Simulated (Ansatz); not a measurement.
Mulliken charges of BCl3H3N (`[NH3+][B-](Cl)(Cl)Cl`) from PBE/def2-TZVPP in Ansatz (PBE0-D4/def2-TZVP geometry).

| atom | x (Å) | y (Å) | z (Å) | charge (e) |
| --- | --- | --- | --- | --- |
| N1 | -0.345 | -0.361 | 0.687 | -0.109 |
| B2 | 0.327 | 0.306 | -0.621 | 0.126 |
| Cl3 | -0.637 | 1.828 | -0.927 | -0.210 |
| Cl4 | 0.148 | -0.946 | -1.939 | -0.210 |
| Cl5 | 2.064 | 0.627 | -0.152 | -0.210 |
| H6 | -0.283 | 0.283 | 1.472 | 0.204 |
| H7 | 0.142 | -1.223 | 0.922 | 0.204 |
| H8 | -1.323 | -0.571 | 0.502 | 0.204 |

By hand: the dipole of these point charges (1 e Å = 4.8032 D).

Σ q r = (-0.551, -0.547, 1.071) e Å, of length 1.323 e Å = 6.35 D.

How does the dipole of the full density compare? (Estimate.)

Computed: (-0.518, -0.515, 1.009) e Å, 5.98 D; the point charges give 1.06 times that, at 0° from its direction.

Point charges leave out the atoms' own dipoles, such as those of lone pairs, and Mulliken's split depends on the basis, so the close match here is no proof of good charges.
